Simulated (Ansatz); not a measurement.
Cartesian coordinates (Å):
```xyz
23

C     -4.0687     0.5400     0.2929
C     -2.9620    -0.1871     0.5222
C     -1.5918     0.1117     0.0861
Si    -1.3013     1.5214    -1.1480
C     -0.6020    -0.7087     0.5353
C      0.8479    -0.6070     0.3412
C      1.6141    -1.7872     0.2535
C      2.9927    -1.7364     0.0565
C      3.6438    -0.5015    -0.0343
C      2.9048     0.6786     0.0854
C      1.5239     0.6271     0.2763
H     -5.0368     0.2253     0.6897
H     -4.0553     1.4666    -0.2866
H     -3.0645    -1.0993     1.1255
H     -1.1014     2.8337    -0.4625
H     -2.4954     1.6470    -2.0305
H     -0.1120     1.2355    -1.9931
H     -0.9134    -1.5847     1.1220
H      1.1097    -2.7543     0.3264
H      3.5648    -2.6639    -0.0229
H      4.7253    -0.4600    -0.1827
H      3.4087     1.6471     0.0430
H      0.9689     1.5560     0.4192
```
Charge 0, multiplicity 1.

Calculation: frozen-core CCSD(T)/cc-pVDZ // B3LYP-D3(BJ)/def2-SVP run with Ansatz (a first-principles code). The restricted HF reference is unstable towards unrestricted orbitals.

```json
{
  "HF energy": "-674.58531 Ha",
  "MP2 correlation energy": "-1.41838 Ha"
}
```

### Question
Estimate the CCSD correlation energy, the (T) correction, the total energy and the T1 diagnostic.

### Answer

```yaml
CCSD correlation energy: -1.50447 Ha
"(T) correction": -0.06626 Ha
CCSD(T) total energy: -676.15604 Ha
T1 diagnostic: 0.011
```
